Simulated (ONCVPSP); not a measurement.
Transferability test, ONCV potential for zirconium (Zr)

ONCVPSP 4.0.1 input, shortened (lines: element, Z, core and valence counts, functional; n l f; lmax; l rc ep ncon nbas qcut; lloc lpopt rc5 dvloc0; l nproj debl; icmod fcfact rcfact), LDA (Perdew-Wang 92), scalar-relativistic:

```
  Zr 40.00    6    4  -001012      upf
    1    0    2.00
    2    0    2.00
    2    1    6.00
    3    0    2.00
    3    1    6.00
    3    2   10.00
    4    0    2.00
    4    1    6.00
    4    2    2.00
    5    0    1.00
    2
    0    1.80    0.00    5    8    7.40
    1    2.20    0.00    4    8    6.70
    2    3.10    0.00    4    9    4.40
    4    4    1.55    1.00
    0    2    3.10
    1    2    3.90
    2    2    2.20
    0    0.00    0.00
```

Energies are relative to the spin-unpolarised reference configuration 4s2 4p6 4d2 5s1; without spin polarisation the order of configurations can differ from experiment.

Problem. Give the all-electron excitation energy and the error of the potential for: 4s2 4p6 4d2 5s2; 4s2 4p6 4d2 5s0; 4s2 4p6 4d1 5s0; 4s2 4p6 4d3 5s0.

Solution.

| valence configuration | charge | ΔE all-electron (eV) | error AE − PS (meV) |
| --- | --- | --- | --- |
| 4s2 4p6 4d2 5s2 | 0 | -7.345 | +1.0 |
| 4s2 4p6 4d2 5s0 | +2 | 13.235 | -3.3 |
| 4s2 4p6 4d1 5s0 | +3 | 36.054 | +103 |
| 4s2 4p6 4d3 5s0 | +1 | 0.453 | +45 |
